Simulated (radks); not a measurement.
Task: Successive ionisation energies (eV) of one element, from differences of total energies of ions in their ground configurations, starting at charge 0: 5.690, 21.128, 31.272, 63.875, 88.348, 115.14, 144.07, 174.99, 207.79, 242.40, 278.74, 316.75, 356.38, 473.87, 513.15, 553.19, 593.92, 635.25, 677.04, 767.34, 808.31, 2021.4. All-electron calculation, Dirac Kohn-Sham, PBE, spin-unpolarised, spherical densities, point nucleus; open shells are shared between the two j in proportion to 2j + 1. Program: a radial shooting solver on a logarithmic mesh with Libxc functionals. Which element is it?

Result: Gallium (Z = 31). The first species listed is Ga in [Ar] 3d10 4s2 4p1, the last Ga21+ in [Ne].
